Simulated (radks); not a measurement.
Results of a calculation; reference values are marked as such.
Q: The lutetium ion Lu3+, [Xe] 4f14. Level of theory: non-relativistic Kohn-Sham, PBE, spin-polarised, spherical densities, point nucleus (a radial shooting solver on a logarithmic mesh with Libxc functionals). Every spin shell is full or empty, so the densities are truly spherical. Functionals are evaluated on that one density, not self-consistently. Rank these exchange functionals by their error against the exact value of the orbitals, and give that value: LDA, B88, PBE, revPBE, RPBE, PW86, WC, AM05, SOGGA, B86b, G96, EV93, MS2.

A: Exact: -281.977 hartree. From best to worst, with 100 (|E| - |E exact|)/|E exact| (equal figures are ties): RPBE 0.00, revPBE -0.04, PW86 -0.12, PBE -0.14, B86b +0.23, EV93 -0.25, B88 +0.29, WC -0.45, MS2 -0.46, G96 +0.67, SOGGA -1.69, AM05 -3.60, LDA -3.83.
